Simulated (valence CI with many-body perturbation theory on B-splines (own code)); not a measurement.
**Which ion has this spectrum?**

A relativistic CI+MBPT calculation for an atom or ion with 33 electrons gives these levels (cm⁻¹):

```csv
J,Parity,E,g
3/2,odd,0,1.44
3/2,odd,189011,1.42
5/2,odd,219314,1.20
1/2,odd,258027,0.66
3/2,odd,450949,1.28
5/2,even,678934,1.52
3/2,even,752140,1.22
1/2,even,764884,2.29
3/2,even,839029,0.86
3/2,even,898210,1.33
5/2,even,899837,1.18
5/2,even,934126,1.27
1/2,even,972355,1.15
3/2,even,976831,1.06
```

The energies are calculated, and their last digits are not significant.

Task: Which is it?
A. Ce25+
B. La24+
C. Nd27+
D. Pr26+

Result: D. Pr26+, ground level (4s^2 4p1/2^2 4p3/2) J=3/2.
